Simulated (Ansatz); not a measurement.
ClHSn (SMILES [Cl][SnH]) moved off its minimum; all values from Ansatz (a first-principles code), cores frozen in correlated methods. Elements past Kr take the def2 small-core potentials, without spin–orbit coupling.
(charge 0, multiplicity 1)
```xyz
3

Sn    -0.26333    -0.17589     0.24147
H     -1.20178    -0.86939    -0.70224
Cl     0.82905     0.84633    -0.88068
```

Give the forces (eV/Å), the total energy and the dipole at CCSD(T)/def2-TZVPPD.


```tsv
atom	Fx	Fy	Fz
Sn1	-8.157	-8.392	16.220
H2	-3.547	-2.588	-3.906
Cl3	11.704	10.980	-12.314
```
Energy -673.6439 hartree, dipole 0.88 D.

Doubts at one or more of the structures used: a restricted determinant that unrestricted orbitals would lower (CCSD(T)/def2-TZVPPD).
